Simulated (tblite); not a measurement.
C₅H₈F₂SSi.
Z-matrix (Å and degrees, GFN2-xTB geometry), rows numbered from 1:
```
C 
C   1  1.3245
Si  2  1.8791  1  124.25
C   3  1.9047  2  107.10  1   129.96
S   4  1.8152  3  116.79  2   161.82
C   4  1.4839  3  124.33  2    84.98
C   6  1.5061  4  120.24  5  -108.09
F   7  1.3512  6  110.76  4  -179.98
F   7  1.3615  6  110.50  4   -63.13
H   1  1.0778  2  121.77  3    -1.31
H   1  1.0792  2  122.48  3   178.77
H   2  1.0838  1  118.32  3  -178.39
H   3  1.4653  2  111.81  1  -110.67
H   3  1.4633  2  112.87  1    14.62
H   4  1.0866  3  115.23  2   -64.77
H   6  1.0869  4  118.50  5   107.06
H   7  1.0989  6  113.45  4    58.07
```

All values are computed: GFN2-xTB (tblite) harmonic vibrations without scaling, gas phase. Against measured fundamentals such values can be off by several per cent, at times by over 20. Modes of hydrogen on silicon can be 10 to 20 % off. One conformer, not necessarily the lowest.

Harmonic wavenumbers (cm⁻¹): 29.7, 42.6, 59.3, 95.4, 116.9, 173.6, 205.7, 278.1, 300.9, 374.3, 427.9, 479.6, 525.5, 538.3, 586.3, 658.8, 690.1, 702.9, 742.4, 781.2, 798.7, 924.0, 946.7, 968.2, 1012.1, 1015.5, 1025.3, 1041.8, 1085.7, 1180.2, 1228.6, 1254.0, 1261.5, 1273.0, 1339.2, 1417.8, 1664.4, 2250.6, 2275.0, 2918.1, 2992.4, 3011.5, 3033.8, 3080.4, 3106.4.

A = 1606, B = 781.2, C = 565.6 MHz; mass 166.008 u (most abundant isotopes); point group C1, symmetry number 1.

What is the zero-point energy?

½Σν̃ = 24957 cm⁻¹ = 71.36 kcal/mol.

What is S at 200 K and 1 bar for an ideal gas of classical rigid rotors and harmonic oscillators?

Translation 39.27, rotation 29.30, vibration 25.34: S = 93.9 cal/(mol K).

And Cp and H(200 K) − H(0)?

Cp = 31.14 cal/(mol K), of which vibrations give 23.19 (their classical limit is 45 R = 89.4); H(200 K) − H(0) = 4.11 kcal/mol without the zero-point energy, 2.52 from vibrations.

What must be added to the electronic energy to get the Gibbs energy at 200 K and 1 bar?

ZPE + [H(200 K) − H(0)] − T·S = 71.36 + 4.11 − 18.78 = 56.69 kcal/mol.

How do the functions run with temperature in this model?

| T (K) | S (cal/(mol K)) | Cp (cal/(mol K)) | H − H(0) (kcal/mol) | G − H(0) (kcal/mol) | ln q(vib) |
| --- | --- | --- | --- | --- | --- |
| 150 | 85.7 | 26.0 | 2.68 | -10.18 | 4.79 |
| 250 | 101.4 | 36.4 | 5.80 | -19.56 | 7.97 |
| 298.15 | 108.3 | 41.4 | 7.67 | -24.61 | 9.43 |
| 400 | 121.8 | 50.7 | 12.38 | -36.34 | 12.43 |
| 600 | 145.0 | 63.8 | 23.94 | -63.09 | 18.01 |
| 900 | 173.3 | 75.4 | 44.99 | -111.02 | 25.55 |

q(vib) and H(0) count from the zero-point level.

Blend soft modes into free rotors: weight 1/[1 + (100 cm⁻¹/ν̃)⁴] for the oscillator and the rest for a rotor with moment μB/(μ + B), μ = h/(8π²ν), B = 10⁻⁴⁴ kg m². What vibrational entropy results?

22.20 cal/(mol K) in place of 25.34, which changes −T·S at 200 K by +0.63 kcal/mol.

Hindered rotation and anharmonicity are outside this model. Other conformers, if any are populated, would add a mixing term that is left out. The structure is chiral; the term R ln 2 for an equal mix with its mirror image is left out.
